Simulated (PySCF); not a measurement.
## UHF on I (iodine, neutral)

Configuration: [Kr] 4d10 5s1 5p6, 2S determinant (an excited configuration). Computed with PySCF 2.14 in x2c-QZVPPall (13s9p7d4f1g, 112 functions), with the spin-free X2C one-electron Hamiltonian (Gaussian nucleus).

```json
{"Total energy": "-7112.286816 hartree", "One-electron energy": "-9748.4796 hartree", "Hartree (Coulomb) energy": "2816.3850 hartree", "Exchange energy": "-180.1922 hartree", "⟨S²⟩": "0.7819", "⟨L²⟩": "0.000", "Sum of ⟨r⟩": "38.52 bohr", "Sum of ⟨r²⟩": "64.31 bohr²", "Langevin diamagnetic susceptibility": "-50.9 ×10⁻⁶ cm³/mol"}
```

```tsv
shell	electrons	mean orbital energy (eV)	rms radius, mean of both spins (bohr)
1s α	1	-33334.9	0.0311
1s β	1	-33334.7	0.0311
2s α	1	-5251.5	0.127
2s β	1	-5251.3	0.127
2p α	3	-4710.0	0.113
2p β	3	-4709.9	0.113
3s α	1	-1104.3	0.334
3s β	1	-1103.9	0.334
3p α	3	-924.10	0.335
3p β	3	-923.93	0.335
3d α	5	-653.07	0.313
3d β	5	-653.00	0.313
4s α	1	-213.15	0.788
4s β	1	-212.42	0.788
4p α	3	-154.01	0.844
4p β	3	-153.64	0.844
4d α	5	-64.640	0.991
4d β	5	-64.295	0.991
5s α	1	-26.599	2.10
5p α	3	-12.454	2.66
5p β	3	-9.580	2.66
```

Densities and radii are taken from the X2C orbitals without a picture-change correction, which distorts them close to the nucleus.
